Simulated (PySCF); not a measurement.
# Excitation energy of Cl²⁺ by level of theory

Cl²⁺ [Ne] 3s2 3p3 (4S) → Cl²⁺ [Ne] 3s1 3p4 (4P), as a difference of total energies. Calculation: PySCF 2.14, in ANO-RCC-VTZP; scalar relativity by spin-free X2C-1e. Correlated levels: valence and next inner shell: 1s2 frozen. The calculations carry no spin-orbit coupling.

```tsv
method	excitation energy (cm⁻¹)
UHF	105040
MP2 (valence and next inner shell)	104860
SCS-MP2 (valence and next inner shell)	104710
CCSD (valence and next inner shell)	100710
CCSD(T) (valence and next inner shell)	99780
```

A first-order spin-orbit estimate (lowest level to lowest level, LS coupling) adds -0.048 eV.

The coupled-cluster amplitudes are large for the upper state (T1 above 0.03 or a double amplitude above 0.15), so a single reference is strained.
